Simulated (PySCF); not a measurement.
# SnCl₄, singlet: molecular constants

Computed with PBE0 in PySCF with Sn def2-SVP with ECP28, Cl def2-SVP; scalar-relativistic core potentials, no spin–orbit coupling; density-fitted integrals.

The structure is a minimum.

```
Point group                                                                   : Td
Bond lengths                                                                  : Sn–Cl 2.317 Å (×4)
Bond angles                                                                   : Cl–Sn–Cl 109.5° (×6)
Atomisation energy without zero-point energy                                  : 1277 kJ/mol
Principal polarisabilities                                                    : 68.2, 68.2, 68.2 bohr³
Highest occupied level                                                        : -9.62 eV
Entropy at 298.15 K and 1 bar                                                 : 367.7 J/(mol K)
Rotational symmetry number                                                    : 12
Dipole moment                                                                 : 0.00 D
Heat capacity Cp at 298.15 K                                                  : 98.5 J/(mol K)
Rotational constants                                                          : 0.03368, 0.03368, 0.03368 cm⁻¹
Lowest empty level                                                            : -3.42 eV
Principal quadrupole moments (Buckingham, traceless) about the centre of mass : 0.00, 0.00, 0.00 D Å
Zero-point energy                                                             : 12.9 kJ/mol
Enthalpy at 298.15 K above 0 K                                                : 22.54 kJ/mol
```

Harmonic modes (masses in u: Sn 119.902, Cl 34.969):
```
symmetry  ω (cm⁻¹)  IR (km/mol, summed over degenerate members)  μ (u)
       e        95                                          0.0  34.97
      t2       124                                         34.9  42.73
      a1       361                                          0.0  34.97
      t2       408                                          178  43.70
```

In Td the vibrations span e + 2t2 + a1. The a1, e modes carry no infrared intensity, as symmetry demands.

Charges (e):
| atom | Mulliken | Löwdin | polar tensor | Mayer order to Sn1 |
| --- | --- | --- | --- | --- |
| Sn1 | 0.87 | 0.13 | 2.04 | – |
| Cl2,3,4,5 | -0.22 | -0.03 | -0.51 | 1.05 |

Mulliken populations on Sn1 (electrons outside its core potential): s 3.08, p 7.66, d 10.38.

Counting electrons, tin keeps none of its valence electrons outside its bonds, so the VSEPR class is AX4 and the expected shape is tetrahedral (Td), as computed.

The final relaxation and frequency run took 25 s on 2 threads of a shared Arm Neoverse V1 host, with 98 basis functions and 6 gradients; the process peaked at 1.4 GiB. Launch command: `OMP_NUM_THREADS=2 python axn.py task.json out`.
